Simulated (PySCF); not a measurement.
## Nb⁺ (niobium, charge +1) across methods

[Kr] 4d3 5p1, one real determinant (an excited configuration). Calculation: PySCF 2.14, in def2-TZVPPD with the def2 core potential (28 electrons) (6s4p3d2f1g, 56 functions); scalar relativity through the core potential.

| method | E (hartree) | mean ε 4p β (eV) | mean ε 4d α (eV) | mean ε 5p α (eV) | Σ⟨r²⟩ (bohr²) | ⟨S²⟩ |
| --- | --- | --- | --- | --- | --- | --- |
| LDA | -56.2421 | -44.250 | -13.388 | -7.706 | 46.02 | 6.000 |
| LC-wPBE | -56.4237 | -49.288 | -17.596 | -9.719 | 46.08 | 6.002 |
| wB97X-V | -56.3674 | -49.151 | -17.073 | -9.470 | 46.45 | 6.001 |
| BHandHLYP | -56.3327 | -48.506 | -16.110 | -8.369 | 46.55 | 6.002 |
| PBE | -56.4148 | -44.243 | -13.404 | -7.657 | 46.06 | 6.001 |
| UHF | -55.96300 | -51.846 | -18.682 | -9.176 | 47.70 | 6.004 |
| PBE0 | -56.4028 | -46.433 | -14.858 | -8.135 | 46.18 | 6.001 |
| M06-L | -56.4120 | -44.697 | -13.261 | -7.452 | 45.45 | 6.001 |
| r2SCAN | -56.4378 | -44.934 | -13.746 | -7.695 | 45.81 | 6.002 |

⟨L²⟩ = 14.00 against 20 for a pure G term, so this real determinant mixes terms. Energies and moments cover only the electrons outside the core potential.
